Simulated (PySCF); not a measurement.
# Spin states and ions at one geometry of [Pb3]2+

PySCF 2.14.0, UKS PBE, Pb def2-SVP with ECP60; non-relativistic Hamiltonian with scalar-relativistic core potentials where named; density fitting; no spin-orbit coupling; singlets restricted, open shells unrestricted. The geometry is relaxed for charge +2, triplet, vacuum:

```xyz
3

Pb    1.7135   -0.0006    0.0000
Pb   -0.8563    1.9296    0.0000
Pb   -0.8572   -1.9289    0.0000
```

Energies count from the relaxed state; an electron taken off or put on is at rest in vacuum. Charges and spins are Mulliken's.

```json
{"state": "charge +2, triplet, vacuum", "energy (eV)": "0.00", "spin squared": "2.10", "charge on Pb1 (e)": "0.52", "spin on Pb1 (e)": "1.01", "dipole about the centre of mass (D)": "1.67"}
{"state": "charge +2, quintet, vacuum", "energy (eV)": "0.33", "spin squared": "6.00", "charge on Pb1 (e)": "0.58", "spin on Pb1 (e)": "1.42", "dipole about the centre of mass (D)": "0.71"}
{"state": "charge +3, doublet, vacuum", "energy (eV)": "15.92", "spin squared": "0.81", "charge on Pb1 (e)": "0.85", "spin on Pb1 (e)": "0.61", "dipole about the centre of mass (D)": "1.69"}
{"state": "charge +3, quartet, vacuum", "energy (eV)": "16.22", "spin squared": "3.75", "charge on Pb1 (e)": "0.82", "spin on Pb1 (e)": "1.19", "dipole about the centre of mass (D)": "1.80"}
{"state": "charge +1, doublet, vacuum", "energy (eV)": "-10.93", "spin squared": "0.75", "charge on Pb1 (e)": "0.22", "spin on Pb1 (e)": "0.33", "dipole about the centre of mass (D)": "1.36"}
{"state": "charge +1, quartet, vacuum", "energy (eV)": "-10.92", "spin squared": "3.75", "charge on Pb1 (e)": "0.27", "spin on Pb1 (e)": "1.01", "dipole about the centre of mass (D)": "0.59"}
```

Question: What does the state charge +2, singlet, vacuum give?

Answer: energy (eV) 0.15, spin squared 0.00, charge on Pb1 (e) 0.52, spin on Pb1 (e) 0.00, dipole about the centre of mass (D) 1.61.

With an electron taken off (doublet, the lower of the two states computed) the charges change, summed by element, by Pb +1.00 e. The vertical ionisation energy is 15.92 eV, against −ε(HOMO) = 13.59 eV over both spins of the relaxed state. The level lies 2.3 eV too high, as is usual for semilocal functionals and global hybrids, which keep a self-interaction error.

With an electron put on (doublet, the lower of the two states computed) the charges change, summed by element, by Pb -1.00 e. The vertical electron affinity is 10.93 eV, against −ε(LUMO) = 13.24 eV over both spins of the relaxed state.

Open shells may have lower solutions than those found.
